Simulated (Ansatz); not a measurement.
Species: C4H3N, SMILES `N=c1c2c1C2` (charge 0, multiplicity 1).

Give a relaxed geometry from B3LYP-D3(BJ)/def2-TZVP (Ansatz, a quantum-chemistry and plane-wave program).

the end point of this relaxation (outside a Z-matrix the atoms follow the SMILES, hydrogens last).
Bonds (Å): N1–C2 1.251, N1–H6 1.014, C2–C3 1.425, C2–C4 1.400, C3–C4 1.485, C3–C5 1.469, C4–C5 1.461, C5–H7 1.088, C5–H8 1.088. Bond angles (°): C2–N1–H6 113.6, N1–C2–C3 151.3, N1–C2–C4 145.3, C3–C2–C4 63.4, C2–C3–C4 57.5, C2–C3–C5 116.7, C4–C3–C5 59.3, C2–C4–C3 59.1, C2–C4–C5 118.9, C3–C4–C5 59.8, C3–C5–C4 60.9, C3–C5–H7 118.2, C3–C5–H8 118.1, C4–C5–H7 118.2, C4–C5–H8 118.2, H7–C5–H8 113.6.
